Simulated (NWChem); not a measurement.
# MgHSeF; SMILES [F][Mg][SeH]

```xyz
4

Mg     0.0138    -1.2282     0.0000
F      0.0154    -2.9859     0.0000
Se     0.0335     1.1888     0.0000
H     -1.4416     1.1927     0.0000
```
Atoms are numbered in this order, from 1.

All runs: NWChem. Coordinates come from a PBE0/def2-SVP optimisation. Ions are spin-unrestricted doublets at the neutral geometry; other ion states weren't tried.

Question: Predict the results for PBE0/def2-SVP. Quantities: vertical ionisation energy, ΔSCF (eV); −ε(HOMO) (eV).

Answer: 
* **vertical ionisation energy, ΔSCF (eV)**: 9.51
* **−ε(HOMO) (eV)**: 7.04
